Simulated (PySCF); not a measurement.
`COc1cc(C)nnn1`, C5H7N3O

Geometry:
```json
{"atom": "C1", "x (Å)": "3.107", "y (Å)": "-0.329", "z (Å)": "0.155"}
{"atom": "O2", "x (Å)": "1.900", "y (Å)": "0.026", "z (Å)": "0.810"}
{"atom": "C3", "x (Å)": "0.785", "y (Å)": "-0.071", "z (Å)": "0.091"}
{"atom": "C4", "x (Å)": "-0.443", "y (Å)": "0.264", "z (Å)": "0.675"}
{"atom": "C5", "x (Å)": "-1.547", "y (Å)": "0.131", "z (Å)": "-0.150"}
{"atom": "C6", "x (Å)": "-2.934", "y (Å)": "0.440", "z (Å)": "0.297"}
{"atom": "N7", "x (Å)": "-1.394", "y (Å)": "-0.294", "z (Å)": "-1.413"}
{"atom": "N8", "x (Å)": "-0.237", "y (Å)": "-0.581", "z (Å)": "-1.876"}
{"atom": "N9", "x (Å)": "0.845", "y (Å)": "-0.485", "z (Å)": "-1.175"}
{"atom": "H10", "x (Å)": "3.895", "y (Å)": "-0.187", "z (Å)": "0.891"}
{"atom": "H11", "x (Å)": "3.073", "y (Å)": "-1.369", "z (Å)": "-0.175"}
{"atom": "H12", "x (Å)": "3.274", "y (Å)": "0.309", "z (Å)": "-0.715"}
{"atom": "H13", "x (Å)": "-0.502", "y (Å)": "0.600", "z (Å)": "1.698"}
{"atom": "H14", "x (Å)": "-3.003", "y (Å)": "1.482", "z (Å)": "0.606"}
{"atom": "H15", "x (Å)": "-3.201", "y (Å)": "-0.184", "z (Å)": "1.148"}
{"atom": "H16", "x (Å)": "-3.626", "y (Å)": "0.257", "z (Å)": "-0.519"}
```

The calculation used GIAO BHandHLYP/pcSseg-1 magnetisability, rotational g tensor and spin-rotation constants, non-relativistic, gas phase (PySCF). Geometry: GFN2-xTB.

(1) How diamagnetic is it, and how anisotropic?

(2) Split it along the inertial axes a, b, c into diamagnetic and paramagnetic parts about the centre of mass, with the quadrupole moment.

(3) And the rotational g tensor?

Results:

(1) Isotropic -1124 × 10⁻³⁰ J/T², or -67.7 × 10⁻⁶ cm³/mol; principal values -1771, -850, -750 × 10⁻³⁰ J/T², anisotropy 975 × 10⁻³⁰ J/T² (root of half the summed squared differences of the principal values). The susceptibility is in cgs units.

(2) 
| axis | χ (10⁻⁶ cm³/mol) | diamagnetic (10⁻⁶ cm³/mol) | paramagnetic (10⁻⁶ cm³/mol) | summed x² of all electrons (Å²) | quadrupole Θ (D Å) |
| --- | --- | --- | --- | --- | --- |
| a | -48.2 | -385.2 | 337.0 | 257.0 | +12.01 |
| b | -48.2 | -1150.0 | 1101.9 | 76.8 | -11.30 |
| c | -106.7 | -1416.1 | 1309.5 | 14.0 | -0.71 |

Anisotropies 2χaa − χbb − χcc = +58.4 and 2χbb − χaa − χcc = +58.6 × 10⁻⁶ cm³/mol. Θ is traceless in Buckingham's convention.

(3) 
```tsv
axis	rotational constant (GHz)	g	nuclear part	electronic part
a	4.1646	-0.0989	0.5604	-0.6593
b	1.1697	-0.0203	0.5853	-0.6055
c	0.9238	+0.0067	0.5749	-0.5683
```
Asymmetric top; isotopes 12C, 1H, 14N, 16O; no vibrational averaging.
